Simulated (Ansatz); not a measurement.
Start from `CO[SiH](F)S[SiH2]F` and change one atom or group to get `CO[SiH](C)F`.

Ansatz, PBE0-D4/def2-TZVP geometries, multiplicity 1. Each molecule was computed in one conformer, which needn't be the lowest.

```json
{"property": "HOMO energy (B3LYP/def2-TZVPP) / eV", "`CO[SiH](F)S[SiH2]F`": "-7.98"}
{"property": "HOMO–LUMO gap (PBE0/def2-TZVPP) / eV", "`CO[SiH](F)S[SiH2]F`": "7.99"}
{"property": "HOMO energy (PBE/def2-TZVPP) / eV", "`CO[SiH](F)S[SiH2]F`": "-7.01"}
{"property": "LUMO energy (B3LYP/def2-TZVPP) / eV", "`CO[SiH](F)S[SiH2]F`": "-0.45"}
{"property": "LUMO energy (PBE/def2-TZVPP) / eV", "`CO[SiH](F)S[SiH2]F`": "-1.14"}
{"property": "size of the dipole moment (ωB97M-V/def2-TZVPP) / D", "`CO[SiH](F)S[SiH2]F`": "1.76"}
```

Question: Give the same properties after the change, and the shifts. (Best estimate.)

Answer: Computed: 
```
                                          property  `CO[SiH](C)F`  shift
               HOMO energy (B3LYP/def2-TZVPP) / eV          -8.29  -0.31
              HOMO–LUMO gap (PBE0/def2-TZVPP) / eV           9.71   1.72
                 HOMO energy (PBE/def2-TZVPP) / eV          -6.95   0.06
               LUMO energy (B3LYP/def2-TZVPP) / eV           0.90   1.35
                 LUMO energy (PBE/def2-TZVPP) / eV           0.37   1.51
size of the dipole moment (ωB97M-V/def2-TZVPP) / D           1.19  -0.57
```

With PBE0 the HOMO falls by 0.26 eV and the LUMO rises by 1.48 eV, so the gap widens by about 1.74 eV. PBE moves the HOMO by 0.06 eV and ωB97M-V by -0.45 eV. Dipoles are sizes alone; their direction can turn.

B3LYP here is the variant with VWN-RPA as its local correlation; programs differ in this.
